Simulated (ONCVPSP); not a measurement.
**Configuration tests for Be (Z = 4) (ONCV)**

beryllium (Be), optimised norm-conserving Vanderbilt (ONCV), made with ONCVPSP 4.0.1 (PBE, scalar-relativistic). Core none, reference 1s2 (charge +2). Waves: 1s: rc 0.40 bohr, ncon 3, nbas 8, qcut 28.8 1/bohr, 2 projectors, debl 2.9 Ha; p scattering state at 0.11 Ha: rc 0.40 bohr, ncon 4, nbas 8, qcut 24.6 1/bohr, 2 projectors, debl 0.5 Ha. Local part: polynomial inside 0.30 bohr (lpopt 5, dvloc0 0 Ha). Core correction: none.

In the s channel the program set the typed energies aside and used -4.861, 0.250 Ha.

Energies are relative to the spin-unpolarised reference configuration 1s2; without spin polarisation the order of configurations can differ from experiment.

Q: Give the all-electron excitation energy and the error of the potential for: 1s2 2s2; 1s2 2s1; 1s2 2s1.5; 1s2 2p2.

A:

```tsv
valence configuration	charge	ΔE all-electron (eV)	error AE − PS (meV)
1s2 2s2	0	-27.499	+1.0
1s2 2s1	+1	-17.948	+0.5
1s2 2s1.5	+0.5	-23.738	+0.8
1s2 2p2	0	-20.247	+0.1
```

Note: ghosts flagged at negative energy: s at -128.3 eV; GHOST(+) flags only above 600 eV. A true bound ghost makes a file unfit for plane-wave use.
